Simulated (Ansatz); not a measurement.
One change: `[SiH3]CI` becomes `[SiH3][CH2][SbH2]`.

Ansatz, PBE0-D4/def2-TZVP geometries, multiplicity 1. 

Elements past krypton have def2 core potentials.

```json
{"property": "zero-point energy (PBE0-D4/def2-TZVP) / kJ/mol", "`[SiH3]CI`": "136.5"}
{"property": "size of the dipole moment (B3LYP/def2-TZVPP) / D", "`[SiH3]CI`": "1.38"}
{"property": "HOMO–LUMO gap (ωB97M-V/def2-TZVPP) / eV", "`[SiH3]CI`": "10.22"}
{"property": "size of the dipole moment (ωB97M-V/def2-TZVPP) / D", "`[SiH3]CI`": "1.36"}
{"property": "HOMO–LUMO gap (B3LYP/def2-TZVPP) / eV", "`[SiH3]CI`": "5.71"}
{"property": "HOMO–LUMO gap (PBE0/def2-TZVPP) / eV", "`[SiH3]CI`": "6.18"}
```

(1) Give the same properties after the change, and the shifts. (An estimate is asked.)

## Answers

(1) Computed: 
```json
{"property": "zero-point energy (PBE0-D4/def2-TZVP) / kJ/mol", "`[SiH3][CH2][SbH2]`": "170.9", "shift": "34.4"}
{"property": "size of the dipole moment (B3LYP/def2-TZVPP) / D", "`[SiH3][CH2][SbH2]`": "1.11", "shift": "-0.27"}
{"property": "HOMO–LUMO gap (ωB97M-V/def2-TZVPP) / eV", "`[SiH3][CH2][SbH2]`": "10.19", "shift": "-0.03"}
{"property": "size of the dipole moment (ωB97M-V/def2-TZVPP) / D", "`[SiH3][CH2][SbH2]`": "1.05", "shift": "-0.31"}
{"property": "HOMO–LUMO gap (B3LYP/def2-TZVPP) / eV", "`[SiH3][CH2][SbH2]`": "6.16", "shift": "0.45"}
{"property": "HOMO–LUMO gap (PBE0/def2-TZVPP) / eV", "`[SiH3][CH2][SbH2]`": "6.55", "shift": "0.37"}
```

With PBE0 the HOMO rises by 0.22 eV and the LUMO rises by 0.58 eV, so the gap widens by about 0.36 eV. PBE moves the HOMO by 0.08 eV and ωB97M-V by 0.31 eV. The zero-point energy changes by 34.4 kJ/mol with +6 modes. Dipoles are sizes alone; their direction can turn.

B3LYP here is the variant with VWN-RPA as its local correlation; programs differ in this.

Spin–orbit coupling is left out; it splits and shifts lone-pair levels of the heavy atoms by tenths of an eV.
